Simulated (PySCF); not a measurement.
Simulation results for AlBH₂N

All values are calculated (PySCF 2.14.0). Calculation on a computer-drawn molecule: vertical ionisation energy to the stated ion spin, frozen-core CCSD(T) at the basis limit and cheaper methods, single-reference cases, UHF for radicals, no spin-orbit; all values are single points at the evaluated structure, the first of each entry, which is the reference or a displaced copy of it and isn't optimised; the reference structure only sets the zero of the energies above reference; triples share is (T) over the correlation energy.

```yaml
- formula: AlBH2N
  evaluated_structure:
    atoms_angstrom:
      - [B, -2.6226, -0.3954, 1.8059]
      - ["N", -2.1239, -0.4582, 0.6335]
      - [Al, -1.5771, -0.3893, -1.0907]
      - [H, -3.1072, -0.44, 3.123]
      - [H, -0.5136, -1.2256, -1.6687]
  reference_structure:
    atoms_angstrom:
      - [B, -2.5761, -0.4611, 1.7415]
      - ["N", -2.1902, -0.4807, 0.5548]
      - [Al, -1.7383, -0.4387, -1.1639]
      - [H, -2.9337, -0.4466, 2.8584]
      - [H, -0.4335, -1.2335, -1.6168]
  given:
    charge: 0
    multiplicity: 2
    ion_multiplicity: 1
    diffuse_functions: "no"
    basis: "cc-pV(n+d)Z"
    reference_is: "the Hartree-Fock double-zeta minimum"
    best_is: "HF at quadruple zeta + MP2 correlation extrapolated from triple and quadruple zeta + CCSD(T) minus MP2 at triple zeta"
    basis_step_is: "the size of the change from the same recipe one zeta lower"
    drawn_bonds_atom: [1, 2, 1, 3]
    drawn_bonds_other_atom: [2, 3, 4, 5]
    drawn_bonds_order: [2, 1, 1, 1]
  results:
    "ionisation_energy_best [eV]": 7.363
    "ionisation_energy_basis_step [eV]": 0.01516
    "energy_above_reference_best [kcal/mol]": 15.47
    "energy_above_reference_basis_step [kcal/mol]": 0.5152
    triple_zeta_method: [HF, PBE, r2SCAN, B3LYP, wB97X, MP2, CCSD, "CCSD(T)"]
    "triple_zeta_ionisation_energy [eV]": [7.032, 7.359, 7.467, 7.41, 7.28, 7.289, 7.314, 7.334]
    "triple_zeta_energy_above_reference [kcal/mol]": [18.07, 14.47, 15.82, 16.1, 16.02, 15.27, 15.45, 14.88]
    "total_energy_HF_triple_zeta [hartree]": -322.2407
    "total_energy_CCSD(T)_triple_zeta [hartree]": -322.6262
    "total_energy_best [hartree]": -322.6748
    T1_diagnostic_at_triple_zeta: 0.01783
    D1_diagnostic_at_triple_zeta: 0.0433
    spin_squared_at_triple_zeta: 0.754
    ion_T1_diagnostic_at_triple_zeta: 0.01652
    ion_D1_diagnostic_at_triple_zeta: 0.03709
    triples_share_at_triple_zeta: 0.04686
    basis_functions_triple_zeta: 127
    "dipole_magnitude_HF_at_triple_zeta [debye]": 1.314
    "dipole_magnitude_CCSD_unrelaxed_at_triple_zeta [debye]": 0.6585
    "dipole_magnitude_PBE_at_triple_zeta [debye]": 0.6188
    "dipole_magnitude_r2SCAN_at_triple_zeta [debye]": 0.7766
    "dipole_magnitude_B3LYP_at_triple_zeta [debye]": 0.7326
    "dipole_magnitude_wB97X_at_triple_zeta [debye]": 0.9442
```
